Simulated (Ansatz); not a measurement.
The same path of CH3F2Si (7 atoms, charge -1, multiplicity 1) was run 3 times with different band settings. The coordinate that changes most is the dihedral F3–C2–Si4–H5.

Method: Ansatz 0.2.0, RKS PBE-D4/STO-3G.

Relaxed end points:

```xyz
7
Properties=species:S:1:pos:R:3
F 1.369 -1.341 1.164
C 0.420 -1.309 0.071
F -0.679 -2.025 0.684
Si -0.200 0.717 -0.169
H -1.113 0.633 -1.326
H -0.764 1.998 0.414
H 0.966 1.327 -0.838
```

```xyz
7
Properties=species:S:1:pos:R:3
F 0.900 -2.052 -0.078
C -0.243 -1.298 0.391
F 0.021 -1.318 1.814
Si 0.013 0.714 -0.271
H -0.327 0.619 -1.704
H -1.219 1.364 0.215
H 0.855 1.971 -0.367
```

Common settings: spring 5.0 eV/Å²; start path through a guess of the saddle point; force threshold 0.05 eV/Å; iteration limit 60; end points relaxed.

| run | movable images | climbing image | optimiser |
| --- | --- | --- | --- |
| 1 | 7 | yes | quadratic models (default) |
| 2 | 7 | yes | lbfgs |
| 3 | 8 | no | quadratic models (default) |

**Question.** What does each run give, and how far can it be trusted?

**Answer.** Run 1: converged after 7 iterations, highest image 0.094 eV above the first end. A vibrational analysis at the climbing image gives one clearly imaginary mode, 144i cm⁻¹: a first-order saddle point.
Run 2: converged after 31 iterations, highest image 0.093 eV above the first end. Another band between the same ends (7 images) ends at a top of the same energy, where a vibrational analysis finds 1 clearly imaginary mode.
Run 3: converged after 9 iterations, highest image 0.092 eV above the first end. No image climbed, so the highest image needn't sit at the top of the path.
Limits of this set-up: minimal basis, an anion without diffuse functions, the dipole of an ion depends on the origin.
